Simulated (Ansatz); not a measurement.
Two structures of BNH$_{5}$ClO$_{2}$, singlet, reached by relaxing down either side of one saddle point (PBE0-D4/def2-TZVP). Energies are electronic, without zero-point energy. Program: Ansatz 0.2.0. Basis: def2-TZVPP and def2-QZVPP. Cores are frozen in the correlated methods. Extrapolation: Hartree–Fock as exp(−7.88 √X), correlation as X^−2.97. First:

B1  (-0.420, -0.435, -0.397)
N2  (0.619, 0.691, -0.318)
O3  (-0.866, -0.983, 0.723)
O4  (-0.791, -0.771, -1.654)
H5  (0.820, 0.852, 0.784)
Cl6  (0.766, 0.698, 2.527)
H7  (1.483, 0.446, -0.795)
H8  (0.279, 1.553, -0.737)
H9  (-0.449, -0.573, 1.537)
H10  (-1.442, -1.479, -1.669)
(Å)

Second:

B1  (-0.398, -0.197, 0.110)
N2  (0.902, 0.713, -0.336)
O3  (0.061, -1.432, 0.616)
O4  (-1.136, -0.240, -1.084)
H5  (1.474, 0.946, 0.469)
Cl6  (-1.158, 0.877, 1.499)
H7  (1.454, 0.186, -1.008)
H8  (0.578, 1.571, -0.771)
H9  (-0.003, -1.470, 1.571)
H10  (-1.774, -0.954, -1.066)
(Å)

(1) Which bonds change from the first to the second?

(2) Give the saddle point's structure and its height above each. (To be estimated.)

The search had been set up for a four-centre ligand exchange (forming B1–Cl6, N2–H5, breaking B1–N2, H5–Cl6); from that guess it ended on this step instead.

T1 diagnostic: at most 0.013.

Answers

(1) BNH₅O₂ ([NH3][B]([OH])[OH]) + Cl → BNH₅ClO₂ ([NH3][B]([OH])([OH])[Cl]); bonds formed: B1–Cl6.

(2) Computed: 32.8 kJ/mol above the first and 61.8 kJ/mol above the second (CCSD(T) at an estimated basis limit (MP2 extrapolated from triple and quadruple zeta, plus CCSD(T) − MP2 in triple zeta)).
```
atom    x (Å)    y (Å)    z (Å)
  B1  -0.2851  -0.4005  -0.2425
  N2   0.8609   0.6413  -0.3692
  O3  -0.0951  -1.5384   0.4672
  O4  -1.2360  -0.2174  -1.1802
  H5   0.6770   1.1360   0.5736
 Cl6  -0.5716   1.0172   1.9876
  H7   1.7888   0.2312  -0.3999
  H8   0.7266   1.2833  -1.1443
  H9   0.1028  -1.3206   1.3888
 H10  -1.9684  -0.8320  -1.0809
```

Labels in which every atom is bracketed show which atoms are joined, not bond orders.

For scale, one of the runs: CCSD(T)/def2-TZVPP, 236 basis functions, launched by `ansatz run in.yaml --threads 4 --pin off --events-out ev --progress --plain --max-ram 9574MiB`. Time: 2.7 min of wall clock on 4 CPU threads of an Intel Xeon; the host was shared. Peak host memory: 4.6 GiB.
